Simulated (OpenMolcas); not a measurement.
Ce3+ among 7 point charges of -1 e arranged as a pentagonal bipyramid (D5h), 3.18 Å from the ion, with the axial distance 3.244 Å.
```
   3.1800    0.0000    0.0000  -1.00
   0.9827    3.0244    0.0000  -1.00
  -2.5727    1.8692    0.0000  -1.00
  -2.5727   -1.8692    0.0000  -1.00
   0.9827   -3.0244    0.0000  -1.00
   0.0000    0.0000    3.2436  -1.00
   0.0000    0.0000   -3.2436  -1.00
```

```json
{"Program": "OpenMolcas 26.06", "Method": "CASSCF", "Basis": "ANO-RCC-VTZP [8s7p5d3f2g1h]", "Scalar Hamiltonian": "DKH2, point nucleus", "Active space": "1 electron in 7 orbitals (4f)", "State averaging": "2S+1 = 2 odd, 7 roots", "Spin-orbit coupling": "state interaction with AMFI integrals over the reference wave functions"}
```

Problem. What is the spin-free ground state?

Solution. A state of multiplicity 2, 2-fold in its orbital part, 100 % from free-ion F terms; it has the highest spin that f1 allows.

Problem. Where is the first state of the same spin?

Solution. A 2-fold state lies at 7.32 cm-1 above the ground state.

Problem. What are the lowest two levels with spin-orbit coupling?

Solution. A 2-fold level with g = 0.00, 0.00, 2.57, then a 2-fold level 5.6 cm-1 above it. Their leading multiplicities are 2 (100 %) and 2 (100 %).

Problem. What is χT at 300 K, and how does it compare with the textbook value?

Solution. Hund's rules give f1 the level 2F5/2 with g = 0.857, so an isolated free-ion multiplet has χT = g² J(J+1) / 8 = 0.804 cm3 K/mol. The computed 0.801 at 300 K differs by 0 %, through the field's splitting, the mixing of terms and any other multiplet in reach.

Point charges carry no covalency, so the field is a model and not that of real ligands. An unlabelled pair can be two single states that coincide in this model. No measured value stands beside these numbers.
